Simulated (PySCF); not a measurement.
## Tellurium: a sound run and one with changed settings

Sound run: Te⁺ [Kr] 4d10 5s2 5p3, Te²⁺ [Kr] 4d10 5s2 5p2. Computed with PySCF 2.14 in def2-SVP with the def2 core potential (28 electrons) (4s4p2d, 26 functions), with scalar relativity through the core potential. The sound run starts from symmetry-adapted Hartree-Fock orbitals and uses a fine grid where one is needed.

A second run was set up differently.

| species | method | sound run (hartree) | changed run (hartree) | converged |
| --- | --- | --- | --- | --- |
| Te⁺ | UHF | -266.71416 | -266.71372 | no |
| Te⁺ | M06-L | -267.81737 | -267.81288 | no |
| Te⁺ | M06-2X | -267.60208 | -267.60180 | no |
| Te²⁺ | UHF | -266.03954 | -266.03934 | no |
| Te²⁺ | M06-L | -267.14190 | -267.14121 | no |
| Te²⁺ | M06-2X | -266.91172 | -266.91167 | no |

Q: What was changed?
A. all electrons correlated in a valence basis
B. basis contracted for another Hamiltonian
C. angular grid far too coarse
D. too few SCF iterations

A: D. It used initial guess 1e, at most 3 SCF cycles. The SCF was stopped early; the energies are upper bounds that still move, and correlated levels were skipped or rest on poor orbitals.
